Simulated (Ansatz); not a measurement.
A series at Si: from orthosilicic acid, ligands are replaced one by one, each step taking up NH₃ and setting free H₂O; n counts the steps. Ansatz, PBE0-D4/def2-TZVP geometries. Each molecule was computed in one conformer, which needn't be the lowest.

```csv
n,molecule,"HOMO energy, ωB97M-V/def2-TZVPP (eV)"
0,`O[Si](O)(O)O`,-11.59
1,`N[Si](O)(O)O`,-10.02
2,`N[Si](N)(O)O`,-9.55
3,`N[Si](N)(N)O`,-9.21
4,`N[Si](N)(N)N`,?
```

By hand: fit a straight line y = ȳ + b (n − n̄) to the 4 given rows and predict n = 4.

n̄ = 1.500, ȳ = -10.093; Σ(n − n̄)(y − ȳ) = 3.805, Σ(n − n̄)² = 5.000, so b = 0.761 eV a step. Prediction: -10.093 + (0.761) × (2.500) = -8.19 eV.

By hand: compare with the computed value, -9.11 eV, and give the steps along the whole series.

The line misses by -0.92 eV (computed minus predicted). Steps: 1.57, 0.47, 0.34, 0.10 eV.

One step carries most of the change, so a line is a poor guide. The highest orbital can change its character along such a series. The miss is 37.1 % of the series' range.
